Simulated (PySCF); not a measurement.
Compound: C5H11NOSi2.
Geometry (PBE0-D3(BJ)/def2-SVP, Å), atoms numbered from 1 in this order:
```xyz
20
C5H11NOSi2 angstrom
C      2.6122   -0.9724   -0.5783
C      1.8156    0.0102    0.2790
Si     0.3362    0.7776   -0.5618
O     -0.3098    2.0279    0.3541
Si    -1.8091    1.7605    1.0593
C     -2.0075   -0.0930    0.7043
C     -1.2204   -0.3722   -0.6007
C     -0.8860   -1.7670   -0.7989
N     -0.5659   -2.8729   -0.9396
H      2.9612   -0.5037   -1.5122
H      2.0114   -1.8523   -0.8528
H      3.5028   -1.3348   -0.0427
H      1.4626   -0.4730    1.2073
H      2.4511    0.8522    0.6075
H      0.6649    1.2544   -1.9356
H     -2.8538    2.5909    0.3905
H     -1.7782    2.0774    2.5144
H     -3.0524   -0.4325    0.6297
H     -1.5514   -0.6513    1.5394
H     -1.8150   -0.0414   -1.4712
```

All values: PBE0/pcSseg-1 (PySCF, non-relativistic), on one gas-phase PBE0-D3(BJ)/def2-SVP geometry that isn't relaxed in the solvent. The solvent is an IEF-PCM continuum (Bondi radii, 1.10 Å for H, scaled by 1.2). The model holds no explicit solvent molecules, cavitation or dispersion.

```json
{"run": "gas", "E − E(gas) (kcal/mol)": "0.00", "HOMO (eV)": "-8.25", "HOMO–LUMO gap (eV)": "8.32", "dipole (D)": "2.82"}
{"run": "P", "E − E(gas) (kcal/mol)": "-7.55", "HOMO (eV)": "-8.07", "HOMO–LUMO gap (eV)": "8.40", "dipole (D)": "3.76"}
{"run": "Q", "E − E(gas) (kcal/mol)": "-6.19", "HOMO (eV)": "-8.10", "HOMO–LUMO gap (eV)": "8.40", "dipole (D)": "3.59"}
```

Task: The runs were made in dimethylsulfoxide and tetrahydrofuran. Which run belongs to which solvent?

Result: P = dimethylsulfoxide, Q = tetrahydrofuran. The dielectric constants are 7.426 (tetrahydrofuran), 46.83 (dimethylsulfoxide), and the energy falls further as ε rises. In this model the ground state sees the solvent through ε alone.

Task: How constant is the ratio of the lowering to (ε − 1)/(2ε + 1)?

Result: 
| solvent | (ε − 1)/(2ε + 1) | E − E(gas) (kcal/mol) | ratio (kcal/mol) | polarisation term (kcal/mol) |
| --- | --- | --- | --- | --- |
| tetrahydrofuran | 0.405 | -6.19 | -15.3 | -7.20 |
| dimethylsulfoxide | 0.484 | -7.55 | -15.6 | -9.07 |

The ratio changes by +2.2 % in size from tetrahydrofuran to dimethylsulfoxide. The polarisation term is half the interaction of the solute with the induced surface charges.
